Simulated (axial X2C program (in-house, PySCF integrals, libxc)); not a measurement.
## Ω levels of GdH from open-shell CI on f8 s1

Computed with an in-house all-electron X2C program for linear molecules (integrals from PySCF): two-component X2C with atomic mean-field Coulomb and Gaunt terms, basis Gd dyall-v3z, H dyall-v3z (cores contracted in-house). Orbitals come from Hartree–Fock averaged over the configuration Gd f8 s1; CI then distributes these electrons over the f, s shells of Gd.

R = 2.177 Å (near the minimum of the configuration average).

Active spinors (ω > 0):

| shell | ω | ε (eV) | character |
| --- | --- | --- | --- |
| f | 5/2 | -0.46 | 100% Gd f |
| f | 3/2 | -0.38 | 100% Gd f |
| f | 1/2 | -0.33 | 100% Gd f |
| f | 7/2 | 0.15 | 100% Gd f |
| f | 5/2 | 0.22 | 100% Gd f |
| f | 3/2 | 0.26 | 100% Gd f |
| f | 1/2 | 0.29 | 100% Gd f |
| s | 1/2 | -2.30 | 67% Gd s, 27% Gd p, 5% Gd d |

Lowest levels of this model:

| Ω | energy (cm⁻¹) | g∥ | μ (D) | configuration |
| --- | --- | --- | --- | --- |
| 13/2 | 0 | 19.96 | -2.93 | 100% f8 s1 |
| 11/2 | 243 | 16.41 | -2.92 | 100% f8 s1 |
| 9/2 | 482 | 12.97 | -2.92 | 100% f8 s1 |
| 7/2 | 712 | 9.67 | -2.91 | 100% f8 s1 |
| 5/2 | 919 | 6.58 | -2.90 | 100% f8 s1 |
| 3/2 | 1083 | 3.77 | -2.89 | 100% f8 s1 |
| 1/2 | 1176 | 1.22 | -2.88 | 100% f8 s1 |
| 11/2 | 1425 | 16.69 | -2.92 | 100% f8 s1 |
| 9/2 | 1627 | 13.46 | -2.91 | 100% f8 s1 |
| 7/2 | 1783 | 10.21 | -2.91 | 100% f8 s1 |
| 5/2 | 1905 | 6.97 | -2.90 | 100% f8 s1 |
| 3/2 | 1999 | 3.90 | -2.89 | 100% f8 s1 |
| 1/2 | 2060 | 1.21 | -2.90 | 100% f8 s1 |
| 11/2 | 2178 | 16.80 | -2.92 | 100% f8 s1 |
| 9/2 | 2350 | 13.04 | -2.92 | 100% f8 s1 |
| 7/2 | 2533 | 9.55 | -2.91 | 100% f8 s1 |
| 5/2 | 2697 | 6.33 | -2.91 | 100% f8 s1 |
| 3/2 | 2804 | 3.17 | -2.90 | 100% f8 s1 |
| 1/2 | 2853 | 0.52 | -2.90 | 100% f8 s1 |
| 5/2 | 2972 | 7.84 | -2.89 | 100% f8 s1 |
| 1/2 | 2974 | 2.09 | -2.89 | 100% f8 s1 |
| 3/2 | 2978 | 4.87 | -2.90 | 100% f8 s1 |
| 7/2 | 2982 | 11.24 | -2.89 | 100% f8 s1 |
| 9/2 | 3009 | 14.70 | -2.90 | 100% f8 s1 |

g∥ is the magnitude of 2⟨Lz + ge Sz⟩ for the +Ω component. μ is positive if the H end is positive.

(1) From Ω and g∥ of the lowest level, whose 2⟨Lz + ge Sz⟩ is positive, find ⟨Sz⟩ and ⟨Lz⟩ (ge = 2.0023).

Occupations of the active spinors in the lowest level by ω, shell by shell in order of energy: -7/2: 0.00; -5/2: 0.92 0.08; -3/2: 0.81 0.19; -1/2: 0.67 0.33 0.00; 1/2: 0.48 0.52 1.00; 3/2: 0.32 0.68; 5/2: 1.00 1.00; 7/2: 1.00. The leading determinant has weight 0.17 among 325.

This point took 3.4 s on 1 thread of Arm Neoverse N1 (shared host).

Dynamic correlation is missing, so gaps between terms are too wide and other configurations may lie lower; the lowest level listed is that of this model, not necessarily the ground state. At most 4 roots were kept for each Ω > 0 (twice that for Ω = 0) within 2.2 eV of the lowest, so higher up levels can be missing between those listed; levels with Ω > 0 are doubly degenerate and listed once, Ω = 0 levels singly.

Answers

(1) Ω = ⟨Lz⟩ + ⟨Sz⟩ = 13/2 and ⟨Lz⟩ + ge⟨Sz⟩ = 9.980, so ⟨Sz⟩ = 3.47 and ⟨Lz⟩ = 3.03.
